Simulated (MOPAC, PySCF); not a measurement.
H2AlI, SMILES `[AlH2][I]`, neutral singlet in the gas phase. 

Cartesian coordinates (Å):
```xyz
4

Al    -0.2515     0.0086    -0.3970
I      2.2066    -0.0752    -0.7566
H     -0.9808     1.3805    -0.6264
H     -0.9743    -1.3139     0.0449
```
Charge 0, spin multiplicity 1.

All levels are single points at this geometry (B3LYP-D3(BJ)/def2-TZVP); Pople sets use spherical d functions. Orbital energies aren't observables, and empty levels follow the basis.

| level | HOMO (eV) | LUMO (eV) | gap (eV) | dipole (D) | vertical IE, Delta-SCF (eV) |
|---|---|---|---|---|---|
| PBE-D3(BJ)/def2-TZVP in PySCF | -6.55 | -2.63 | 3.92 | 0.89 | 9.58 |
| TPSSh-D3(BJ)/def2-TZVP in PySCF | -7.09 | -2.17 | 4.92 | 0.99 | 9.77 |
| B3LYP/6-31G* (LANL2DZ on I) in PySCF | -7.40 | -2.11 | 5.29 | 1.66 | 9.89 |
| B3LYP/LANL2DZ in PySCF | -7.41 | -2.29 | 5.11 | 1.90 | – |
| PBE/6-31G* (LANL2DZ on I) in PySCF | -6.55 | -2.67 | 3.88 | 1.50 | 9.69 |
| SVWN5/6-31G* (LANL2DZ on I) in PySCF | -6.61 | -2.87 | 3.74 | 1.46 | 9.76 |
| AM1 in MOPAC | -10.26 | -1.90 | 8.37 | 1.55 | – |
| PM3 in MOPAC | -10.20 | -2.81 | 7.39 | 2.84 | – |
| PM7 in MOPAC | -10.43 | -2.48 | 7.95 | 0.83 | – |
